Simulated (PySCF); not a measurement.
Working with the constants of CsCl⁻

UHF-CCSD(T) constants of CsCl⁻, ²Σ⁺ (doublet), unpaired electrons σ ↑ (basis Cs def2-SVPD with ECP46, Cl def2-SVPD; scalar-relativistic core potentials; PySCF 2.14; masses 132.9054 and 34.9689 u):

```
ωe              : 153.4 cm⁻¹
ωexe            : 0.809 cm⁻¹
Be              : 0.059164 cm⁻¹
αe              : 0.000392 cm⁻¹
D (centrifugal) : 3.52e-08 cm⁻¹
De to Cs + Cl⁻  : 1.23 eV
```

Question: Give the vibrational terms G(v) and spacings up to v = 6.

Answer: G(v) = ωe(v+½) − ωexe(v+½)².

```json
{"v": "0", "G(v) (cm⁻¹)": "76.5", "G(v) − G(v−1)": "", "Bv (cm⁻¹)": "0.05897"}
{"v": "1", "G(v) (cm⁻¹)": "228.3", "G(v) − G(v−1)": "151.8", "Bv (cm⁻¹)": "0.05858"}
{"v": "2", "G(v) (cm⁻¹)": "378.4", "G(v) − G(v−1)": "150.2", "Bv (cm⁻¹)": "0.05818"}
{"v": "3", "G(v) (cm⁻¹)": "527.0", "G(v) − G(v−1)": "148.5", "Bv (cm⁻¹)": "0.05779"}
{"v": "4", "G(v) (cm⁻¹)": "673.9", "G(v) − G(v−1)": "146.9", "Bv (cm⁻¹)": "0.05740"}
{"v": "5", "G(v) (cm⁻¹)": "819.2", "G(v) − G(v−1)": "145.3", "Bv (cm⁻¹)": "0.05701"}
{"v": "6", "G(v) (cm⁻¹)": "962.9", "G(v) − G(v−1)": "143.7", "Bv (cm⁻¹)": "0.05662"}
```

Question: How well does the Morse estimate ωe²/(4ωexe) reproduce De, and what is D0?

Answer: It gives 0.90 eV, 73 % of the computed De. D0 = De − G(0) = 1.23 − 0.01 = 1.22 eV.

Correlated steps freeze 5 core orbitals. Correlated levels converge slowly with the basis: in double zeta they bind strong bonds too weakly, by up to about 1 eV, and carry superposition errors of some tenths. Spin–orbit coupling is left out. For an ion De counts to the pair picked by the measured ionisation energies or electron affinities, which need not be the lowest pair at this level. The state was picked by a PBE0 search and need not be the measured ground state.
